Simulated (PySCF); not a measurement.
First SCF of a structure search on quartet BiSe2, at a hand-made end-on geometry. PySCF input:

```python
from pyscf import gto, scf, dft
mol = gto.M(atom='''
Bi     0.000000     0.000000     0.000000
Se     0.000000     0.000000     2.750100
Se     2.035800     0.000000     3.920100''',
    basis={'Bi': 'def2-SVP', 'Se': 'def2-SVP'},
    ecp={'Bi': 'def2-SVP'},
    charge=0, spin=3)
mf = dft.UKS(mol, xc='PBE0')
mf.grids.atom_grid = (50, 194)
aux = {'Bi': 'def2-universal-JKFIT', 'Se': 'def2-universal-JKFIT'}
mf = mf.density_fit(auxbasis=aux)
mf.conv_tol = 1e-08
mf.diis_space = 10
mf.max_cycle = 60
mf.init_guess = 'minao'
mf.verbose = 4
mf.kernel()
```

Excerpt of the output (cycles alone):

```
init E= -4988.38219574124
cycle= 1 E= -5013.01711694697  delta_E= -24.6  |g|= 1.79  |ddm|= 9.41
cycle= 2 E= -4926.26708564813  delta_E= 86.8  |g|= 6.02  |ddm|=   14
cycle= 3 E= -5015.58007514638  delta_E= -89.3  |g|= 0.849  |ddm|= 12.9
cycle= 4 E= -5016.15279003315  delta_E= -0.573  |g|= 0.639  |ddm|= 2.75
cycle= 5 E= -5016.51305448085  delta_E= -0.36  |g|= 0.251  |ddm|= 1.61
cycle= 6 E= -5016.56659548418  delta_E= -0.0535  |g|= 0.126  |ddm|= 0.522
cycle= 7 E= -5016.57907150341  delta_E= -0.0125  |g|= 0.0591  |ddm|= 0.232
cycle= 8 E= -5016.5821135936  delta_E= -0.00304  |g|= 0.0175  |ddm|= 0.112
cycle= 9 E= -5016.58241623251  delta_E= -0.000303  |g|= 0.00379  |ddm|= 0.0377
cycle= 10 E= -5016.58246881334  delta_E= -5.26e-05  |g|= 0.00166  |ddm|= 0.0205
cycle= 11 E= -5016.5824786274  delta_E= -9.81e-06  |g|= 0.000658  |ddm|= 0.00917
cycle= 12 E= -5016.58248046798  delta_E= -1.84e-06  |g|= 0.000371  |ddm|= 0.00511
cycle= 13 E= -5016.58248067585  delta_E= -2.08e-07  |g|= 0.000148  |ddm|= 0.00117
cycle= 14 E= -5016.58248072219  delta_E= -4.63e-08  |g|= 3.61e-05  |ddm|= 0.000726
cycle= 15 E= -5016.58248072456  delta_E= -2.37e-09  |g|= 1.57e-05  |ddm|= 0.000165
Extra cycle  E= -5016.58248072442  delta_E= 1.44e-10  |g|= 2.43e-05  |ddm|= 8.14e-05
converged SCF energy = -5016.58248072442  <S^2> = 3.7684288  2S+1 = 4.0092038
```

This is not the lowest solution: another start and a stability analysis within the same unrestricted form found one 36.2 kJ/mol lower, at -5016.59625 Eh.

With an element this heavy the missing spin–orbit coupling can shift these numbers.

The search for the lowest solution, 3 starts and the stability check together, took 26 s on 2 threads of a shared Arm Neoverse V1 host, with 90 basis functions; the process peaked at 0.44 GiB. Launch command: `OMP_NUM_THREADS=2 python axn.py task.json out`.
